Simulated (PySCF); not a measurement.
Species: C₇H₉ClO.
Numbering: `[CH2:1]=[CH:2][C@:3]1([Cl:4])[CH2:5][C@@H:6]2[O:7][C@@H:8]2[CH2:9]1`

Cartesian coordinates in Å at the GFN2-xTB level; atoms count from 1:
```xyz
18
C7H9ClO angstrom
C      2.6477   -0.6147    0.0949
C      1.4198   -0.1460    0.1936
C      0.2785   -0.3911   -0.7483
Cl     0.7775   -1.4497   -2.1056
C     -0.2529    0.9490   -1.3089
C     -1.4237    1.2967   -0.4149
O     -1.1727    1.2114    0.9600
C     -1.8112    0.1188    0.3610
C     -0.9077   -1.0412    0.0020
H      2.9580   -1.2528   -0.7148
H      3.3951   -0.3753    0.8313
H      1.1286    0.4924    1.0184
H     -0.6095    0.8265   -2.3322
H      0.5239    1.7135   -1.2954
H     -2.1238    2.0610   -0.7272
H     -2.8269   -0.0765    0.6805
H     -1.4485   -1.7281   -0.6500
H     -0.5612   -1.5876    0.8792
```

Probes without a nucleus sit at each ring's centroid and 1 Å off its mean plane on both sides; NICS is minus the shielding there, NICSzz its component along the normal. Level: GIAO PBE0/pcSseg-1 (PySCF, non-relativistic, gas phase) on the GFN2-xTB geometry, one conformer.

Ring bond lengths (Å), with Mayer bond orders in brackets: C3–C5 1.547 (0.94), C5–C6 1.514 (0.99), C6–C8 1.463 (0.96), C8–C9 1.514 (0.99), C9–C3 1.547 (0.94); C6–O7 1.400 (0.92), O7–C8 1.400 (0.92), C8–C6 1.463 (0.96).

Problem. What do the NICS probes read (ppm)?

Solution. 
```tsv
ring	type	NICS(0)	NICS(1), two faces	NICS(1)zz, two faces	rms pucker (Å)	centre to ring atoms, mean (Å)
C3–C5–C6–C8–C9	5-membered carbocycle; formal bonds all single	-7.4	-2.0 / -6.2	-2.2 / -3.7	0.11	1.28
C6–O7–C8	3-membered ring with O; formal bonds all single	-47.7	-8.0 / -6.0	-25.8 / -23.7	0.00	0.82
```

Problem. What do they say, and how far can they be read as aromaticity?

Solution. 
- C3–C5–C6–C8–C9: mean NICS(1)zz -3.0 ppm, near zero. C3, C5, C6, C8, C9 have four or more neighbours; no verdict on aromaticity is drawn.
- C6–O7–C8: mean NICS(1)zz -24.7 ppm, shielded. C6, C8 have four or more neighbours; no verdict on aromaticity is drawn. NICS(0) lies 41 ppm below the mean NICS(1).

Problem. Give the inner angles of the rings and the Hirshfeld charges of the ring atoms.

Solution. 
- C3–C5–C6–C8–C9: C3 106.1° (+0.059 e), C5 104.5° (-0.081 e), C6 109.5° (+0.023 e), C8 109.5° (+0.023 e), C9 104.5° (-0.081 e); sum 534.0° against 540° for a flat convex ring.
- C6–O7–C8: C6 58.5° (+0.023 e), O7 63.0° (-0.149 e), C8 58.5° (+0.023 e); sum 180.0° against 180° for a flat convex ring.

Problem. What are the shieldings of the ring atoms and their hydrogens in the same run (means over atoms taken as equivalent)?

Solution. 
```tsv
atoms	environment	σ isotropic (ppm)	principal values of the symmetric part, first atom (ppm)
C3	sp3 C–Cl carbon	111.3	95.0, 99.2, 139.8
C5 (×2)	ring CH2 carbon	137.5	108.6, 134.8, 169.1
C6 (×2)	sp3 carbon bound to oxygen	132.4	88.3, 124.2, 184.8
O7	epoxide oxygen	305.2	155.0, 366.7, 394.0
H13 (×2)	methylene hydrogen	29.40	24.0, 30.0, 34.3
H14 (×2)	methylene hydrogen	29.24	26.0, 28.3, 33.5
H15 (×2)	methine hydrogen	28.49	21.8, 25.6, 38.0
```
